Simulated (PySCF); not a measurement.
**Telling isomers of C$_{6}$H$_{7}$ClN$_{2}$O apart by NMR**

[PySCF 2.14.0 with density-fitted response routines: shielding tensors at PBE0/pcSseg-1 (GIAO); GFN2-xTB structure; non-relativistic; a single conformation; rapidly exchanging positions averaged; no solvent model]

Shifts are taken against calculated references (same method and geometry level): 1H (σ = 31.72 ppm) and 13C (σ = 186.93 ppm) against TMS. Where no couplings were computed, multiplicities follow the n + 1 count of equivalent neighbours, and m marks all less simple cases (inequivalent or close neighbours, rings, F or P nearby). Shifts are as computed. Against solution values, carbons near 30 ppm lie about +3 ppm off and those near 130 ppm about +5 ppm; carbons on Cl a further +6 ppm. Of 1211 compounds with measured shifts, 218 miss one by over three times the rms of a fit or turn the order of signals round; such compounds aren't used in these exercises. Carbons bonded to Cl come out too deshielded.

(1) Tabulate the signals of `CC(=O)c1cn(C)nc1Cl`, `CC(=O)c1cnn(C)c1Cl` and their relative energies.

(2) What is the quickest way to tell CC(=O)c1cn(C)nc1Cl from CC(=O)c1cnn(C)c1Cl?

## Answers

(1) 
```tsv
SMILES	carbon types	δC	δH	E rel. (kcal/mol)
CC(=O)c1cn(C)nc1Cl	3×C 1×CH 2×CH3	194.5, 149.4, 140.6, 127.1, 40.4, 33.3	7.82 (s, 1H), 3.91 (s, 3H), 2.60 (s, 3H)	0.0
CC(=O)c1cnn(C)c1Cl	3×C 1×CH 2×CH3	192.6, 144.2, 138.2, 126.3, 38.5, 32.7	8.10 (s, 1H), 3.96 (s, 3H), 2.52 (s, 3H)	1.8
```

Energies are electronic energies at PBE0/pcSseg-1 on these geometries, without zero-point or thermal terms, each for the one conformer computed, which needn't be the lowest.

(2) Both give the same number of carbon signals, with the same numbers of each carbon type, so the positions decide. The first has an aromatic carbon bearing chlorine (C) at 149.4 ppm, the second an aromatic carbon bearing chlorine (C) at 138.2 ppm. Their most deshielded carbons lie at 194.5 and 192.6 ppm.
